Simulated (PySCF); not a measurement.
A species of formula C5H7NOSi has this rotational fingerprint, computed with CAM-B3LYP/def2-SVPD in PySCF (dipole) on a GFN2-xTB geometry, gas phase:

| Quantity | Value |
| --- | --- |
| Rotational constants | A = 4301, B = 790.5, C = 730.2 MHz |
| Dipole components | \|μa\| = 4.10 D, \|μb\| = 3.16 D, \|μc\| = 2.10 D |
| Inertial defect | -64.72 u·Å² |
| κ | -0.97 |

Question: Which structure is it? (One computed conformer of each.)
A. `[O:1]=[C:2]=[N:3][SiH:4]1[CH2:5][CH:6]=[CH:7][CH2:8]1` with C2–N3–Si4–C5 -43° (1-isocyanato-1-silacyclopent-3-ene)
B. `[CH2:1]=[CH:2][O:3][SiH2:4]/[CH:5]=[CH:6]/[C:7]#[N:8]` with C1–C2–O3–Si4 180°, C2–O3–Si4–C5 180°, O3–Si4–C5–C6 0°
C. `[CH3:1][O:2][SiH2:3][C:4]1=[CH:5][C@@H:6]1[C:7]#[N:8]` with C1–O2–Si3–C4 -63°, O2–Si3–C4–C5 8°
D. `[SiH3:1]/[CH:2]=[CH:3]/[c:4]1[n:5][cH:6][cH:7][o:8]1` with C2–C3–C4–N5 0°

Answer: C. It is CO[SiH2]C1=C[C@@H]1C#N, a near-prolate asymmetric top, point group C1. The candidates at the same level (rigid rotor, commonest isotopes):

| SMILES | A (MHz) | B (MHz) | C (MHz) | μa (D) | μb (D) | μc (D) | Δ (u·Å²) | point group | rotor |
| --- | --- | --- | --- | --- | --- | --- | --- | --- | --- |
| C=CO[SiH2]/C=C/C#N | 3492 | 744.8 | 618.3 | 4.31 | 1.91 | 0.00 | -5.83 | Cs | near-prolate asymmetric top |
| [SiH3]/C=C/c1ncco1 | 7577 | 718.3 | 661.1 | 1.00 | 0.92 | 0.00 | -5.79 | Cs | near-prolate asymmetric top |
| CO[SiH2]C1=C[C@@H]1C#N | 4301 | 790.5 | 730.2 | 4.10 | 3.16 | 2.10 | -64.72 | C1 | near-prolate asymmetric top |
| O=C=N[SiH]1CC=CC1 | 3367 | 996.7 | 985.6 | 2.59 | 0.27 | 0.62 | -144.38 | near Cs | – |

`O=C=N[SiH]1CC=CC1` has C 35 % too high; `[SiH3]/C=C/c1ncco1` has A 76 % too high; `C=CO[SiH2]/C=C/C#N` has A 19 % too low. No structure here is proved a minimum.
